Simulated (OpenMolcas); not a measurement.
Ni4+ among 4 point charges of -3 e arranged as a tetrahedron (Td).

```yaml
Program: OpenMolcas 26.06
Method: "SS-CASPT2, IPEA 0.25 Eh, imaginary shift 0.1 Eh (closed shells correlated: 3s 3p)"
Basis: ANO-RCC-VDZP [5s4p2d1f]
Scalar_Hamiltonian: DKH2, point nucleus
Active_space: 6 electrons in 5 orbitals (3d)
State_averaging: 2S+1 = 5 even, 5 roots; 2S+1 = 3 even, 45 roots; 2S+1 = 1 even, 50 roots
Spin-orbit_coupling: RASSI with atomic mean-field integrals over the reference wave functions
```

All point charges move together. At R = 1.64 Å the first state of the same spin is 3290 cm-1, and at R = 1.82 Å it is 2180 cm-1.

Question: A third run gives 1360 cm-1. What distance was it run at?

Answer: With a power law R^-n the two known points give n = -ln(2180 / 3290) / ln(1.82 / 1.64) = 3.95. Then R = 1.64 × (3290 / 1360)^(1/3.95) = 2.051 Å. The run was at 2.03 Å, so the estimate is off by +0.021 Å.

Roots that are degenerate in the reference are averaged as groups; the widest CASPT2 spread within a group is 540 cm-1 (the 3-fold group of multiplicity 3 near 73500 cm-1 above the lowest state of its run, R = 1.64). Shifts and gaps below about the spread of the groups concerned are not significant. An orbital doublet at a regular site is open to a Jahn-Teller distortion, which this geometry leaves out. The ground term spreads over less than 5000 cm-1, several times less than with real ligands, so orbital moments are less quenched and χT lies further from the spin-only value than at real sites. Free-ion shares, where given, are those of the reference states; single-state CASPT2 does not remix them. Point charges carry no covalency, so the field is a model and not that of real ligands. No measured value stands beside these numbers.
